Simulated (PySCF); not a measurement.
# `C=C[C@H](F)[C@H]1O[C@H]1F`, C$_{5}$H$_{6}$F$_{2}$O

Cartesian coordinates in Å; atom numbers follow the order of the lines, from 1:
```xyz
14

C    -2.2968    0.5424    0.3197
C    -1.0935    0.5765   -0.2184
C    -0.2588   -0.6423   -0.5001
F    -0.9645   -1.7950   -0.2374
C     0.9938   -0.6476    0.3616
O     2.2132   -1.0367   -0.2316
C     2.0892    0.2822    0.0917
F     1.9613    1.1478   -0.9432
H    -2.7636   -0.3890    0.5925
H    -2.8613    1.4410    0.4959
H    -0.6168    1.5026   -0.5050
H     0.0251   -0.6829   -1.5609
H     0.8385   -1.0025    1.3765
H     2.7334    0.7029    0.8570
```

Computed with TDDFT CAM-B3LYP/def2-SVPD circular dichroism and optical rotation, one conformer, gas phase (PySCF 2.14.0). Geometry: GFN2-xTB.

The molecule is flexible and this is one conformer; a measurement averages over conformers. States above about 9.4 eV (minus the energy of the highest occupied orbital) lie near or above the ionisation threshold and depend on the basis.

Stereocentres: C3 S, C5 R, C7 S.

(1) Give the optical rotatory dispersion at 633, 589.3, 546, 436, 405, 365, 355 nm.

(2) And for the mirror image at 589.3 nm?

(3) What is the molar rotation [Φ] = [α]·M/100 of the geometry above at 589.3 nm?

## Answers

(1) [α] in deg dm⁻¹ (g/mL)⁻¹:
| λ (nm) | origin-invariant length gauge | modified velocity gauge | length gauge (centre of mass) | isotropic polarisability (au) |
| --- | --- | --- | --- | --- |
| 633 | -212.7 | -213.2 | -213.8 | 64.3 |
| 589.3 | -249.4 | -250.0 | -250.7 | 64.5 |
| 546 | -296.6 | -297.3 | -298.1 | 64.8 |
| 436 | -506.4 | -507.3 | -509.0 | 65.9 |
| 405 | -610.1 | -611.0 | -613.1 | 66.5 |
| 365 | -803.4 | -804.3 | -807.4 | 67.4 |
| 355 | -867.4 | -868.2 | -871.6 | 67.7 |

(2) +249.4 deg dm⁻¹ (g/mL)⁻¹ (origin-invariant length gauge): the same size and the opposite sign.

(3) With M = 120.10 g/mol, -299.6 deg cm² dmol⁻¹ (origin-invariant length gauge).

The first excitation lies at 7.60 eV (163 nm) with R = -90.0 × 10⁻⁴⁰ esu² cm² (velocity form).
